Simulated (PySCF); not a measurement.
**Potential energy of SiPd along the bond**

Set-up: basis Si def2-TZVPP, Pd def2-TZVPP with ECP28; scalar-relativistic core potentials; PySCF 2.14. Energies in eV from Si + Pd (4d10) in their ground configurations at the same level. State: ¹Σ⁺ (singlet), closed shell.

All columns are PBE0. A positive dipole means Si(−)Pd(+).

| R (Å) | E (eV) | μ (D) | Mulliken charge on Si (basis-dependent) | HOMO (eV) | LUMO (eV) | Mayer bond order | ⟨S²⟩ |
| --- | --- | --- | --- | --- | --- | --- | --- |
| 1.801 | -1.791 | 0.05 | -0.02 | -5.10 | -2.57 | 2.60 | 0.00 |
| 1.885 | -2.494 | 0.11 | 0.02 | -5.13 | -2.62 | 2.50 | 0.00 |
| 1.968 | -2.876 | 0.14 | 0.05 | -5.14 | -2.67 | 2.39 | 0.00 |
| 2.031 | -3.008 | 0.14 | 0.07 | -5.15 | -2.72 | 2.32 | 0.00 |
| 2.094 | -3.042 | 0.13 | 0.09 | -5.15 | -2.77 | 2.25 | 0.00 |
| 2.157 | -3.002 | 0.10 | 0.11 | -5.15 | -2.82 | 2.18 | 0.00 |
| 2.241 | -2.864 | 0.05 | 0.12 | -5.14 | -2.88 | 2.10 | 0.00 |
| 2.345 | -2.602 | -0.03 | 0.13 | -5.13 | -2.97 | 2.00 | 0.00 |
| 2.471 | -2.217 | -0.14 | 0.13 | -5.10 | -3.06 | 1.89 | 0.00 |
| 2.638 | -1.663 | -0.28 | 0.13 | -5.06 | -3.17 | 1.75 | 0.00 |

A fit through these points gives, at Re = 2.088 Å, μ = 0.13 D and dμ/dR = -0.313 D/Å; the reduced mass is 22.13 u.

Task: How strong is the fundamental in the double-harmonic approximation, I = 42.26·(dμ/dR)²/μred km/mol?

Result: I = 42.26·(-0.313)²/22.13 = 0.187 km/mol at PBE0.

The metal atom is held in its measured ground configuration; semilocal functionals can put another filling of s and d lower by some tenths of an eV, and De to that atom would be smaller. Spin–orbit coupling is left out, which matters for elements this heavy, above all for dissociation energies.
